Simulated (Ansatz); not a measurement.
C2H7FGaN, relaxed with RKS PBE0-D4/def2-TZVP in Ansatz from a PBE-D4/def2-SVP geometry. The force threshold is 0.005 eV/Å; the program also tests the step.

The species carries charge 0 and has multiplicity 1. The bonds changed during the relaxation, so this is another structure than the one it started from.

Start:

```xyz
12

C    -0.070   -1.240   -1.125
N     0.868   -0.810   -0.091
C     0.609    0.062    0.844
F     0.410    2.489    0.103
Ga   -0.919    1.482    0.887
H     0.353   -1.023   -2.126
H    -1.015   -0.681   -0.994
H    -0.254   -2.330   -1.043
H     1.808   -1.229   -0.168
H     1.489    0.233    1.498
H    -1.218    1.925    2.378
H    -2.062    1.121   -0.164
```

Problem. By how much does the energy fall, and how many steps does the optimiser take? (Estimate.)

Solution. Computed: 0.09 eV, in 34 steps, 1 of them rejected.

Problem. Which bonds change most? (An estimate is asked.)

Solution. Ansatz gave: F4–Ga5 from 1.843 to 1.800 Å; N2–C3 from 1.304 to 1.286 Å; C1–H6 from 1.108 to 1.091 Å; C1–H7 from 1.106 to 1.089 Å.

Problem. Give the relaxed structure. (An estimate is asked.)

Solution. Computed: 
```xyz
12

C    -0.205   -1.397   -0.876
N     0.926   -0.777   -0.209
C     0.868    0.338    0.429
F     0.100    2.994    1.336
Ga   -0.795    1.559    0.723
H     0.085   -1.695   -1.884
H    -1.018   -0.674   -0.927
H    -0.526   -2.278   -0.318
H     1.797   -1.295   -0.266
H     1.833    0.622    0.860
H    -1.633    0.818    1.843
H    -1.431    1.785   -0.712
```
